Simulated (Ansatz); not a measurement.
MoNF₃ was relaxed with PBE-D4 (def2-SVP, def2-SVPD) in Ansatz in these states: charge +1 doublet, charge -1 doublet, neutral singlet. The geometries follow in no particular order.

In the def2 sets Mo takes a core potential; there is no spin–orbit coupling.

A:

```xyz
5

Mo    0.127    0.008    0.111
N     0.444    1.543    0.653
F    -0.055    0.083   -1.847
F    -1.819   -0.276    0.193
F     1.302   -1.359    0.889
```

B:

Cartesian coordinates in Å:
```
Mo -0.0232 0.0211 0.0307
N 0.8454 -0.7672 -1.1166
F 0.0779 1.8094 -0.4438
F 0.8303 -0.3753 1.6269
F -1.7304 -0.6880 -0.0971
```

C:

Cartesian coordinates in Å:
```
Mo -0.011 0.104 -0.010
N 0.247 -1.313 0.979
F -1.533 -0.249 -0.908
F 1.287 0.023 -1.257
F 0.010 1.434 1.197
```

Task: Judge from the bond lengths which geometry belongs to which state (an estimate).

Result: A is the charge -1 doublet (Mo1–F5 1.963 Å, Mo1–F3 1.968 Å, Mo1–F4 1.968 Å); B is the neutral singlet (Mo1–F5 1.853 Å, Mo1–F3 1.853 Å, Mo1–F4 1.853 Å); C is the charge +1 doublet (Mo1–F5 1.796 Å, Mo1–F3 1.802 Å, Mo1–F4 1.802 Å).

At PBE-D4/def2-SVPD the highest occupied level of the relaxed charge -1 doublet lies above zero (up to 0.79 eV). By energy differences its removal costs 1.97 eV (each at its own geometry, to the charge 0 singlet, at PBE0-D4/def2-TZVPD). The restricted singlet is unstable towards broken spin symmetry in Hartree–Fock (as tested in another run); at PBE-D4/def2-SVP this wasn't settled.
